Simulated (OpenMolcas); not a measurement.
Ionisation energies of niobium

```
Program             : OpenMolcas 26.06
Basis               : ANO-R3 [8s6p6d3f2g1h]
Scalar Hamiltonian  : X2C, finite nucleus
Spin-orbit coupling : state interaction with AMFI integrals over the reference wave functions, term energies averaged over their components
```

Active shells in each charge state: the valence d shell, with orbitals averaged over the low states. Where CASPT2's correlated closed shells are named, they are those of the first ion.

A. CASSCF
B. SS-CASPT2, IPEA 0.25 Eh, imaginary shift 0.1 Eh (closed shells correlated: 4s 4p)
C. SS-CASPT2, IPEA 0 Eh, imaginary shift 0.1 Eh (closed shells correlated: 4s 4p)
D. SS-CASPT2, IPEA 0.25 Eh, imaginary shift 0.1 Eh (closed shells correlated: 3d 4s 4p)
E. SS-CASPT2, IPEA 0.25 Eh, imaginary shift 0.1 Eh (closed shells correlated: none)

Energies in eV between the lowest computed levels, named as in B; reference values from the NIST Atomic Spectra Database with their kind.

| From | To | A | B | C | D | E | Spin-orbit share in B | Reference |
| --- | --- | --- | --- | --- | --- | --- | --- | --- |
| Nb2+ 4d3 4F 3/2 | Nb3+ 4d2 3F2 | 24.196 | 25.114 | 25.210 | 25.085 | 24.558 | -0.035 | 25.040 (semi-empirical) |
| Nb3+ 4d2 3F2 | Nb4+ 4d 2D 3/2 | 36.750 | 37.664 | 37.758 | 37.633 | 36.906 | +0.040 | 37.611 (measured) |
| Nb4+ 4d 2D 3/2 | Nb5+ 4p6 1S0 | 49.484 | 50.386 | 50.462 | 50.354 | 49.484 | +0.133 | 50.573 (measured) |

Error against the reference values, in %:

```
From       Reference     A     B     C     D     E
Nb2+  semi-empirical  -3.4  +0.3  +0.7  +0.2  -1.9
Nb3+        measured  -2.3  +0.1  +0.4  +0.1  -1.9
Nb4+        measured  -2.2  -0.4  -0.2  -0.4  -2.2
```

Mean absolute error over the 2 measured values: A 0.98 eV, B 0.12 eV, C 0.13 eV, D 0.12 eV, E 0.90 eV.

The lowest level within the active space need not be the ion's true ground level.
